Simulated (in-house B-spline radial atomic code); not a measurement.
How numerical settings move a run on Nd III (Nd2+), [Xe] 4f4. Computed with a B-spline radial code for spherical atoms: Dirac-Kohn-Sham PBE, spherical fractional occupations, Fermi nucleus of rms radius 4.9123 fm.

Command:
```bash
python run_scf.py task.json out
```
Settings of the sound reference run:
```
Z                60
electrons        58
configuration    [Xe] 4f4
hamiltonian      dirac
method           pbe,pbe
spin_polarised   False
nucleus          fermi
rms_radius       4.9123
mass_number      142
atomic_mass      141.9077
speed_of_light   137.036
knot_spacing     0.22
spline_order     8
gauss_points     12
box_radius       22.22
max_iterations   70
damping          0.5
damped_steps     3
diis_vectors     10
tolerance        1e-08
start            Thomas-Fermi
```

Time taken, with all properties: 1.5 s on 1 thread of Arm Neoverse V1, with other jobs on the host.

It converges in 10 iterations to -9628.739963 hartree, with 4f7/2 at -14.3864 eV. The other runs change the listed settings, some to values that make no sense; their results aren't properties of the atom or ion. Radii are in bohr (the nuclear one in fm), a minus after a letter asks for a j subshell, and «unchanged» means within 1e-8 hartree. The run stops when the residual is below 10 × tolerance × max(1, Z/10), or a noise floor if that is larger, and the energy moves by less than 1e-8 × √|E| hartree; so very loose and very tight tolerances often act alike.

```tsv
changed settings	outcome
gauss_points = 16, max_iterations = 12, damped_steps = 1, diis_vectors = 4	converged in 11 iterations, energy unchanged, 4f7/2 level +2.3e-05 eV
first_knot = 0.000167	converged in 10 iterations, energy +3.74e-06 hartree from the reference, 4f7/2 level -1.4e-06 eV
knot_spacing = 0.4, max_iterations = 5, tolerance = 1e-06	not converged after 5 iterations, last residual 3.6e-02, last energy +1.33e-02 hartree from the reference
spline_order = 10	converged in 10 iterations, energy +1.24e-06 hartree from the reference, 4f7/2 level +9.4e-06 eV
spline_order = 4, max_iterations = 75, damped_steps = 0, start = bare nucleus	converged in 12 iterations, energy +6.32e-03 hartree from the reference, 4f7/2 level -1.4e-03 eV
first_knot = 1.67e-06	converged in 10 iterations, energy +1.03e-06 hartree from the reference, 4f7/2 level +2.7e-06 eV
first_knot = 1.67e-05	converged in 10 iterations, energy -1.24e-06 hartree from the reference, 4f7/2 level +3.8e-06 eV
gauss_points = 16	converged in 10 iterations, energy unchanged
spline_order = 7	converged in 10 iterations, energy +3.37e-06 hartree from the reference, 4f7/2 level +1.1e-05 eV
gauss_points = 4	converged in 10 iterations, energy +8.48e-06 hartree from the reference, 4f7/2 level -6.3e-06 eV
method = hf, speed_of_light = 54.01959	converged in 12 iterations to -11271.9056 hartree, a different physical problem
electrons = 59, configuration = [Xe] 4f4 6s-1, max_iterations = 75	stopped with error: j subshells need the Dirac Hamiltonian and l > 0
gauss_points = 6	converged in 10 iterations, energy +1.31e-08 hartree from the reference
spline_order = 3	converged in 10 iterations, energy +3.28e-01 hartree from the reference, 4f7/2 level -5.3e-02 eV
first_knot = 0.05	converged in 10 iterations, energy +3.53e+01 hartree from the reference, 4f7/2 level -4.0e-01 eV
spline_order = 7, first_knot = 0.05, max_iterations = 75, damping = 0.2, damped_steps = 30	converged in 39 iterations, energy +6.00e+01 hartree from the reference, 4f7/2 level -7.6e-01 eV
electrons = 61, configuration = [Xe] 4f4 6s3, max_iterations = 60	stopped with error: shell 6s holds at most 2 electrons
```

Question: What happens with spline_order = 5?

Answer: Converged in 10 iterations, energy +2.35e-04 hartree from the reference, 4f7/2 level -4.9e-05 eV.

Question: What happens with first_knot = 0.00167?

Answer: Converged in 10 iterations, energy -1.24e-01 hartree from the reference, 4f7/2 level +6.3e-05 eV.

Question: What happens with gauss_points = 3?

Answer: Converged in 10 iterations, energy +7.33e-04 hartree from the reference, 4f7/2 level +1.7e-05 eV.

Question: What happens with box_radius = 6.67, max_iterations = 5, damped_steps = 0?

Answer: Not converged after 5 iterations, last residual 1.5e-02, last energy +6.21e-03 hartree from the reference.
